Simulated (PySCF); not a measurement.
## A search over the determinants of KSn

Unrestricted PBE0; PySCF, scalar-relativistic core potentials, basis sets K def2-SVPD, Sn def2-SVPD with ECP28. Outer shells of the fragments: K 4s1; Sn 4d10 5s2 5p2.

Followed along the bond (rough minima from three points):

```csv
2Ms+1,unpaired,⟨S²⟩ at the start,R at minimum (Å),Te (eV)
4,"σ ↑, π ↑↑",3.75,3.29,0.00
2,"σ ↓, π ↑↑",1.76,3.36,0.48
2,"σ ↑, π ↑↓",1.76,3.32,0.50
2,π ↑,0.77,3.52,0.57
2,σ ↑,0.75,3.32,1.22
```

Solutions found at the starting distance of 3.295 Å, counted from the lowest of them; the search is not exhaustive and high or unbound solutions are not listed, so other states can lie among these:

```json
{"2Ms+1": "4", "unpaired": "σ ↑, π ↑↑", "term": "⁴Σ⁻", "E (eV)": "0.00", "⟨S²⟩": "3.75", "⟨Lz²⟩": "0.00", "μ (D)": "-9.41"}
{"2Ms+1": "2", "unpaired": "σ ↓, π ↑↑", "term": "mixed", "E (eV)": "0.48", "⟨S²⟩": "1.76", "⟨Lz²⟩": "0.00", "μ (D)": "-8.61"}
{"2Ms+1": "2", "unpaired": "σ ↑, π ↑↓", "term": "mixed", "E (eV)": "0.50", "⟨S²⟩": "1.76", "⟨Lz²⟩": "2.01", "μ (D)": "-9.05"}
{"2Ms+1": "2", "unpaired": "π ↑", "term": "²Π", "E (eV)": "0.62", "⟨S²⟩": "0.77", "⟨Lz²⟩": "1.00", "μ (D)": "-6.74"}
{"2Ms+1": "2", "unpaired": "σ ↑", "term": "mixed", "E (eV)": "1.22", "⟨S²⟩": "0.75", "⟨Lz²⟩": "2.00", "μ (D)": "-8.73"}
{"2Ms+1": "2", "unpaired": "π ↑", "term": "²Π", "E (eV)": "1.69", "⟨S²⟩": "0.76", "⟨Lz²⟩": "1.02", "μ (D)": "-9.66"}
{"2Ms+1": "4", "unpaired": "σ ↑↑, π ↑", "term": "⁴Π", "E (eV)": "1.69", "⟨S²⟩": "3.75", "⟨Lz²⟩": "1.00", "μ (D)": "3.81"}
{"2Ms+1": "4", "unpaired": "σ ↑, π ↑↑", "term": "mixed", "E (eV)": "2.79", "⟨S²⟩": "3.75", "⟨Lz²⟩": "2.00", "μ (D)": "2.19"}
{"2Ms+1": "4", "unpaired": "π ↑↑↑", "term": "⁴Π", "E (eV)": "3.13", "⟨S²⟩": "3.75", "⟨Lz²⟩": "1.00", "μ (D)": "1.99"}
```

A term symbol is given only where ⟨S²⟩ and ⟨Lz²⟩ are close to those of a pure state; real π, δ and φ orbitals otherwise mix terms. A positive dipole means K(−)Sn(+).

Spin–orbit coupling is left out.
